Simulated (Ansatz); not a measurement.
`[AlH2][CH2]CBr` at its PBE0-D4/def2-TZVP geometry, where that method's forces vanish. The species carries charge 0 and has multiplicity 1.

```xyz
10

Al    0.9362   -1.4990    0.1237
C    -0.4495   -0.1242    0.3871
C    -0.2567    1.1280   -0.4152
Br   -1.6700    2.4687   -0.1094
H     2.1449   -1.2404   -0.8738
H     0.8192   -2.8609    0.9283
H    -1.4186   -0.5854    0.1602
H    -0.4856    0.1041    1.4596
H     0.6642    1.6541   -0.1709
H    -0.2842    0.9551   -1.4895
```

(1) What forces (eV/Å) does r2SCAN-D4/def2-TZVPP give on these atoms in Ansatz 0.2.0? (An estimate is asked.)

## Answers

(1) The calculation gave: 
```
Al1  0.032 -0.027 -0.004
C2   0.024 -0.090  0.032
C3   0.237 -0.141 -0.097
Br4 -0.223  0.222  0.043
H5  -0.028 -0.003  0.019
H6  -0.001  0.032 -0.018
H7  -0.009  0.009  0.011
H8  -0.016  0.001  0.000
H9  -0.013 -0.006 -0.001
H10 -0.002  0.002  0.014
```
